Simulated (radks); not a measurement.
The numbers below are computed, except where a source is named.
Neutral lead, configuration [Hg] 6p1 7s1 (not the ground configuration). Level of theory: scalar-relativistic Kohn-Sham, PBE, spin-unpolarised, spherical densities, finite nucleus; Fermi nuclear charge, rms radius 5.5012 fm (a radial shooting solver on a logarithmic mesh with Libxc functionals).

Unscreened Slater integrals over Kohn-Sham orbitals (eV).

integral     value
F0(7s,7s)   3.5352
F0(7s,6p)   4.3455
G1(7s,6p)  0.55646
F0(7s,6s)   4.4783
G0(7s,6s)  0.16681
F0(7s,5d)   4.6198
G2(7s,5d)  0.15186
F0(6p,6p)   7.8800
F2(6p,6p)   4.1741
F0(6p,6s)   8.9840
G1(6p,6s)   5.2715
F0(6p,5d)   9.9115
F2(6p,5d)   2.8988
G1(6p,5d)   1.1533
G3(6p,5d)  0.94751
F0(6s,6s)   10.882
F0(6s,5d)   12.948
G2(6s,5d)   2.7538
F0(5d,5d)   18.922
F2(5d,5d)   9.8452
F4(5d,5d)   6.5543

Derived for the open shells (J is the average intra-shell exchange parameter used in DFT+U). 6p: J = F2/5 = 0.8348 eV.
